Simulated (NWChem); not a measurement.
System: CrN₂H₃OCl; SMILES [O]=[Cr]([Cl])(=[NH])[NH2]

The following NWChem deck was run.

```
start job
memory heap 200 mb stack 900 mb global 1100 mb
geometry units angstroms noautosym nocenter noautoz
  Cr     0.061057    -0.309868    -0.050801
  O      0.610660    -0.803957     1.288196
  N      1.027693    -0.682257    -1.266642
  H      1.947420    -1.138787    -1.278910
  Cl    -0.139165     1.841949     0.037028
  N     -1.497146    -1.071750    -0.381689
  H     -1.772714    -1.439535    -1.287161
  H     -2.130505    -1.330408     0.370979
end
basis spherical
  * library sto-3g
end
dft
  xc hfexch
  iterations 150
end
property
  shielding
end
task dft property
```

STO-3G and 3-21G are far too small for this property and stand as cheap habits. Coordinates come from a PBE0/def2-SVP optimisation. No frequency run checked for a minimum.

GIAO values for the isolated, static molecule; σ is the absolute isotropic shielding, δ = σ(reference) − σ with the isolated reference molecule computed at the same levels (1H: tetramethylsilane, 15N: ammonia, 17O: water).

Atoms are numbered as in the input.

Question: Give the results of this calculation. (Hartree-Fock/STO-3G, GIAO.) Quantities: δ O2 (ppm); δ N3 (ppm); δ H4 (ppm); σ Cl5 (ppm); δ N6 (ppm); δ H7 (ppm); δ H8 (ppm).

Answer: 
| Quantity | Value |
|---|---|
| δ O2 (ppm) | 1193.2 |
| δ N3 (ppm) | 4366.8 |
| δ H4 (ppm) | 228.20 |
| σ Cl5 (ppm) | 1036.6 |
| δ N6 (ppm) | 216.0 |
| δ H7 (ppm) | 18.34 |
| δ H8 (ppm) | -8.21 |
